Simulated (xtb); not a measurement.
C6H15Sb (SMILES C[CH2][Sb]([CH2]C)[CH2]C), singlet, geometry from GFN2-xTB; GFN2-xTB run with xtb 6.7.1.

xtb was given this input:
```
$ xtb mol.xyz --gfn 2 --acc 1000 --json

# file mol.xyz
22

Sb     0.10725866    -0.11992586     0.76648752
C      1.54951980     1.07996593    -0.40079395
C      1.00271374     1.77588551    -1.62910883
H      2.35757154     0.40144392    -0.67203637
H      1.95854869     1.81702031     0.28963567
H      0.20323341     2.46435250    -1.36330783
H      0.61710146     1.06069098    -2.35216813
H      1.79135588     2.35067076    -2.11630374
C     -1.70727896     0.29572666    -0.39706196
C     -2.46373290     1.49753350     0.13356073
H     -2.32837749    -0.59713445    -0.33110177
H     -1.43650173     0.44852646    -1.43899622
H     -1.84866152     2.39467661     0.09127606
H     -2.76177569     1.34168515     1.16895600
H     -3.36318921     1.67643585    -0.45586106
C      0.53808374    -2.02815977    -0.24125513
C      0.50131655    -1.98731332    -1.75422246
H     -0.18763673    -2.74775464     0.13627530
H      1.52224383    -2.34231202     0.10512045
H      1.23479501    -1.28420270    -2.14251806
H     -0.48445736    -1.69856902    -2.11212692
H      0.73182667    -2.97114164    -2.16441740
```

Task: Write the output that xtb gives for this input, abridged.

Result: 
```
   ID    Z sym.   atoms
    1   51 Sb     1
    2    6 C      2, 3, 9, 10, 16, 17
    3    1 H      4-8, 11-15, 18-22

           -------------------------------------------------
          |                Calculation Setup                |
           -------------------------------------------------

           -------------------------------------------------
          |                 G F N 2 - x T B                 |
           -------------------------------------------------

          ...................................................
          :                      SETUP                      :
          :.................................................:
          :  # basis functions                  49          :
          :  # atomic orbitals                  48          :
          :  # shells                           30          :
          :  # electrons                        44          :
          :  max. iterations                   250          :
          :  Hamiltonian                  GFN2-xTB          :
          :  restarted?                      false          :
          :  GBSA solvation                  false          :
          :  PC potential                    false          :
          :  electronic temp.          300.0000000     K    :
          :  accuracy                 1000.0000000          :
          :  -> integral cutoff          0.2000000E+02      :
          :  -> integral neglect         0.1000000E-04      :
          :  -> SCF convergence          0.1000000E-02 Eh   :
          :  -> wf. convergence          0.1000000E+00 e    :
          :  Broyden damping             0.4000000          :
          :  net charge                          0          :
          :  unpaired electrons                  0          :
          ...................................................

 iter      E             dE          RMSdq      gap      omega  full diag
   1    -22.9217339 -0.229217E+02  0.408E+00    4.58       0.0  T
   2    -22.9643463 -0.426124E-01  0.322E+00    4.70       1.0  T
   3    -22.9733674 -0.902113E-02  0.148E+00    4.61       1.0  T
   4    -22.9851015 -0.117341E-01  0.777E-01    4.67       1.0  T
   5    -22.9877815 -0.267996E-02  0.145E-01    4.66       1.0  T
   6    -22.9878009 -0.193994E-04  0.863E-02    4.67       1.0  T
   7    -22.9878035 -0.263657E-05  0.311E-02    4.67       1.0  T

   *** convergence criteria satisfied after 7 iterations ***

[...]
         :: total energy             -22.677612648679 Eh    ::
[...]
     1  51 Sb   2.964 --     9 C    0.947    16 C    0.940     2 C    0.939
     2   6 C    3.979 --     3 C    1.035     5 H    0.982     4 H    0.975
                             1 Sb   0.939
     3   6 C    3.998 --     2 C    1.035     6 H    0.986     7 H    0.983
                             8 H    0.979
     4   1 H    0.999 --     2 C    0.975
     5   1 H    1.000 --     2 C    0.982
     6   1 H    0.999 --     3 C    0.986
     7   1 H    0.999 --     3 C    0.983
     8   1 H    0.999 --     3 C    0.979
     9   6 C    3.981 --    10 C    1.037    11 H    0.978    12 H    0.969
                             1 Sb   0.947
    10   6 C    3.998 --     9 C    1.037    14 H    0.988    13 H    0.987
                            15 H    0.981
    11   1 H    1.000 --     9 C    0.978
    12   1 H    0.999 --     9 C    0.969
    13   1 H    0.999 --    10 C    0.987
    14   1 H    0.999 --    10 C    0.988
    15   1 H    0.998 --    10 C    0.981
    16   6 C    3.978 --    17 C    1.034    19 H    0.980    18 H    0.979
                             1 Sb   0.940
    17   6 C    3.998 --    16 C    1.034    21 H    0.985    20 H    0.984
                            22 H    0.979
    18   1 H    1.000 --    16 C    0.979
    19   1 H    0.999 --    16 C    0.980
    20   1 H    0.999 --    17 C    0.984
    21   1 H    0.999 --    17 C    0.985
    22   1 H    0.999 --    17 C    0.979
 ---------------------------------------------------------------------------

Topologies differ in total number of bonds
Writing topology from bond orders to xtbtopo.mol

molecular dipole:
                 x           y           z       tot (Debye)
 q only:       -0.016       0.040       0.324
   full:       -0.026       0.032      -0.250       0.645
molecular quadrupole (traceless):
                xx          xy          yy          xz          yz          zz
 q only:       -1.003      -0.054      -1.209       0.237      -0.161       2.212
  q+dip:        0.631       0.522      -0.044      -0.188       0.156      -0.587
   full:        1.051       0.130       0.724      -0.165      -0.050      -1.775

           -------------------------------------------------
          | TOTAL ENERGY              -22.677612648679 Eh   |
          | GRADIENT NORM               0.000185030445 Eh/α |
          | HOMO-LUMO GAP               4.668212252954 eV   |
           -------------------------------------------------

normal termination of xtb
```
